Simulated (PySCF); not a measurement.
Isomers of CH3BSi. Isolated molecules, 0 K electronic values unless said otherwise. Strings in code marks are SMILES.

The HOMO–LUMO gap from two functionals at the same geometries (PBE0-D3(BJ)/def2-TZVP), both in PySCF: PBE-D3(BJ)/def2-TZVP and PBE0-D3(BJ)/def2-TZVP. 

```
species         PBE-D3(BJ)/def2-TZVP (eV)  PBE0-D3(BJ)/def2-TZVP (eV)
--------------  -------------------------  --------------------------
`C(=[SiH2])=B`                       2.16                        3.99
`C1[SiH2]B=1`                        2.63                        4.57
`B1[SiH]=C1`                         3.61                        5.56
```

Over these rows, drawn at random from the members with no instability flagged (it was tested for open shells, ions and some series alone), PBE minus PBE0-D3(BJ): mean -1.90 eV, from -1.95 eV to -1.83 eV.
